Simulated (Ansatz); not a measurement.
Energy needed to pull apart SiSbH5 (SMILES [SiH3][SbH2]), singlet, into free ground-state atoms, from the structure below (displaced at random from its PBE0-D4/def2-TZVP minimum); no zero-point or spin–orbit terms; open-shell atoms are treated unrestricted, in their ground-state multiplicity.

```xyz
7
angstrom
Si -0.6763 -0.5355 -0.4435
Sb 1.1930 0.1215 1.2319
H -1.9029 -0.9069 0.2769
H -0.1971 -1.7118 -1.1637
H -0.9769 0.5317 -1.4410
H 0.4079 1.6125 1.4934
H 2.1503 0.7832 0.0033
```

Ansatz 0.2.0; basis: def2-TZVPP; cores frozen in the correlated methods. Filled d shells of the heavier atoms are correlated. Core potentials replace the inner electrons of the atoms past krypton. The def2 sets are not built for correlating such inner shells, so the correlated values are less sure here.

| method | atomization energy (kcal/mol) |
| --- | --- |
| PBE-D4 | 410.2 |
| r2SCAN-D4 | ? |
| PBE0-D4 | 407.8 |
| wB97M-V | 414.6 |
| HF | ? |
| MP2 | 391.3 |
| CCSD | 400.9 |
| CCSD(T) | 405.1 |

Question: What does HF give? (To be estimated.)

Answer: The calculation gives: 296.8 kcal/mol, which is about 108.3 kcal/mol less than CCSD(T)/def2-TZVPP.

Question: What does r2SCAN-D4 give? (An estimate is asked for; the value comes from the calculation.)

Answer: By the calculation: 412.9 kcal/mol, which is about 7.8 kcal/mol more than CCSD(T)/def2-TZVPP.

In triple zeta the MP2 and coupled-cluster atomization energies are still short of their basis limit by a few kcal/mol a bond, whereas those of the functionals are nearly converged, so these differences are not deviations from converged CCSD(T).

No T1 diagnostic of these runs exceeds 0.014.

For scale, one of the runs: CCSD(T)/def2-TZVPP forces, 162 basis functions (an equivalent command: `ansatz run in.yaml --threads 2`). The run took 2.6 min on 2 CPU threads (shared host), with 2.2 GiB of host memory at its peak.
